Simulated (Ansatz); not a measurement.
A nudged elastic band was laid between two geometries of CH4BClO + H2 (10 atoms, charge 0, multiplicity 1).

These are results of Ansatz 0.2.0, RKS B3LYP-D4/6-31G*, not measurements.

- movable images: 9
- climbing image: yes
- spring: 5.0 eV/Å²
- optimiser: quadratic models (default)
- start path: through a guess of the saddle point
- force threshold: 0.05 eV/Å
- iteration limit: 35
- end points: relaxed

Image 0:

```xyz
10
Properties=species:S:1:pos:R:3
B -0.112 -0.604 -0.002
O 0.104 -0.317 1.305
H -0.670 0.104 1.709
Cl 1.252 -1.396 -0.840
C -1.431 -0.289 -0.796
H -1.838 -1.202 -1.247
H -2.218 0.167 -0.182
H -1.216 0.393 -1.629
H 0.370 3.043 1.329
H 0.533 2.318 1.311
```

Image 10:

```xyz
10
Properties=species:S:1:pos:R:3
B -0.073 0.605 -0.098
O -0.313 0.350 1.581
H 0.531 0.587 2.012
Cl 1.443 -0.456 -0.412
C -1.403 0.087 -0.783
H -1.606 -0.978 -0.599
H -2.280 0.664 -0.463
H -1.320 0.203 -1.871
H 0.197 1.771 -0.111
H -0.403 -0.615 1.704
```

Problem. What changes between the two ends?

Solution. Bonds broken: H9–H10. Bonds formed: B1–H9, O2–H10. CH4BClO + H2 becomes CH6BClO.

Problem. Give the energies along the band, and the barrier.

Solution. The run converged. The highest image is number 4 of 0 to 10, 50.1 kcal/mol above the first end and 29.2 kcal/mol above the last; the last end lies 20.9 kcal/mol above the first. The profile has 2 maxima (images 4, 8) with wells between them (image 7): this band takes more than one step, which may be the mechanism or a detour left from its start path. Neighbouring images differ by up to 1.7 eV, so the band resolves the path poorly. A vibrational analysis at the climbing image gives one clearly imaginary mode, 1458i cm⁻¹: a first-order saddle point. The orbitals stay closed-shell, which can raise the energy where a bond breaks towards radicals; this wasn't checked here.

```json
{"image": "0", "path coordinate (Å)": "0.00", "energy (kcal/mol)": "0.0", "H9–H10 (Å)": "0.74", "B1–H9 (Å)": "3.91", "O2–H10 (Å)": "2.67"}
{"image": "1", "path coordinate (Å)": "0.86", "energy (kcal/mol)": "0.1", "H9–H10 (Å)": "0.74", "B1–H9 (Å)": "3.51", "O2–H10 (Å)": "2.72"}
{"image": "2", "path coordinate (Å)": "1.72", "energy (kcal/mol)": "1.1", "H9–H10 (Å)": "0.74", "B1–H9 (Å)": "2.93", "O2–H10 (Å)": "2.64"}
{"image": "3", "path coordinate (Å)": "2.59", "energy (kcal/mol)": "10.6", "H9–H10 (Å)": "0.74", "B1–H9 (Å)": "2.15", "O2–H10 (Å)": "2.05"}
{"image": "4", "path coordinate (Å)": "3.45", "energy (kcal/mol)": "50.1", "H9–H10 (Å)": "1.03", "B1–H9 (Å)": "1.36", "O2–H10 (Å)": "1.27"}
{"image": "5", "path coordinate (Å)": "4.45", "energy (kcal/mol)": "24.6", "H9–H10 (Å)": "2.19", "B1–H9 (Å)": "1.20", "O2–H10 (Å)": "0.97"}
{"image": "6", "path coordinate (Å)": "5.46", "energy (kcal/mol)": "23.2", "H9–H10 (Å)": "2.45", "B1–H9 (Å)": "1.20", "O2–H10 (Å)": "0.97"}
{"image": "7", "path coordinate (Å)": "6.46", "energy (kcal/mol)": "22.1", "H9–H10 (Å)": "2.88", "B1–H9 (Å)": "1.19", "O2–H10 (Å)": "0.98"}
{"image": "8", "path coordinate (Å)": "7.46", "energy (kcal/mol)": "23.1", "H9–H10 (Å)": "3.07", "B1–H9 (Å)": "1.20", "O2–H10 (Å)": "0.98"}
{"image": "9", "path coordinate (Å)": "8.47", "energy (kcal/mol)": "21.8", "H9–H10 (Å)": "2.91", "B1–H9 (Å)": "1.20", "O2–H10 (Å)": "0.98"}
{"image": "10", "path coordinate (Å)": "9.47", "energy (kcal/mol)": "20.9", "H9–H10 (Å)": "3.06", "B1–H9 (Å)": "1.20", "O2–H10 (Å)": "0.98"}
```

Problem. What is the geometry of the highest image?

Solution. 
```xyz
10
Properties=species:S:1:pos:R:3:forces:R:3
B 0.048 0.227 0.052 0.00 0.00 0.00
O 0.024 0.016 1.615 0.00 0.00 0.00
H -0.897 -0.117 1.899 0.00 0.00 0.00
Cl 1.533 -0.517 -0.670 0.00 0.00 0.00
C -1.343 0.019 -0.668 0.00 0.00 0.00
H -1.607 -1.048 -0.666 0.00 0.00 0.00
H -2.163 0.570 -0.187 0.00 0.00 0.00
H -1.304 0.337 -1.715 0.00 0.00 0.00
H 0.299 1.557 0.178 0.00 0.00 0.00
H 0.181 1.174 1.123 0.00 0.00 0.00
```

Time of the run: 16 min on 1 thread of Arm Neoverse V2, with other jobs on the host, peak memory 0.16 GiB.
